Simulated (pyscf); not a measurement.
## H₂N–Si(NH₂)(OH)–Cl, singlet

Gas-phase minimum from PySCF at ωB97X-D3(BJ)/def2-SVP, one conformer. 

```xyz
10

N      0.2105    -0.4644     1.0436
Si    -0.7449    -0.2992    -0.3618
N     -2.1731    -1.1987    -0.1630
O     -0.1414    -0.8032    -1.8233
Cl    -0.9482     1.7721    -0.5482
H      0.8256     0.2767     1.3565
H      0.4808    -1.3776     1.3906
H     -2.7444    -1.4557    -0.9591
H     -2.6889    -1.1797     0.7082
H      0.3787    -0.1505    -2.3025
```

Bonded distances (Å): N1–Si2 1.707, N1–H6 1.013, N1–H7 1.014, Si2–N3 1.700, Si2–O4 1.660, Si2–Cl5 2.090, N3–H8 1.013, N3–H9 1.013, O4–H10 0.962. Angles (°): Si2–N1–H6 121.6, Si2–N1–H7 121.2, H6–N1–H7 113.1, N1–Si2–N3 108.8, N1–Si2–O4 119.5, N1–Si2–Cl5 102.9, N3–Si2–O4 104.4, N3–Si2–Cl5 117.0, O4–Si2–Cl5 104.9, Si2–N3–H8 121.1, Si2–N3–H9 121.2, H8–N3–H9 113.2, Si2–O4–H10 115.4.

Properties at ωB97X-D3(BJ)/def2-SVP:

- Harmonic wavenumbers, unscaled: 158, 193, 251, 266, 287, 298, 333, 355, 380, 431, 523, 779, 804, 828, 859, 970, 980, 1536, 1540, 3635, 3641, 3740, 3746, 3942 cm⁻¹
- Zero-point energy: 43.6 kcal/mol
- Rotational symmetry number: 1
- Entropy of this conformer at 298 K and 1 atm, rigid rotor and harmonic oscillator, modes under 100 cm⁻¹ raised to 100: 352.2 J/(mol K)
- Dipole moment: 1.37 D

Single-point totals, which compare only within one level:

| level | total energy (hartree) |
|---|---|
| ωB97X-D3(BJ)/def2-TZVP | -937.80631 |
| PBE/def2-TZVP | -937.17008 |
| r²SCAN/def2-TZVP | -937.57403 |
| B3LYP-D3(BJ)/def2-TZVP | -937.77572 |
| PBE0-D3(BJ)/def2-TZVP | -937.25150 |
| M06-2X/def2-TZVP | -937.62092 |
| ωB97M-D3(BJ)/def2-TZVP | -937.86788 |

Soft torsions are taken as harmonic, which can shift the entropy by several J/(mol K).
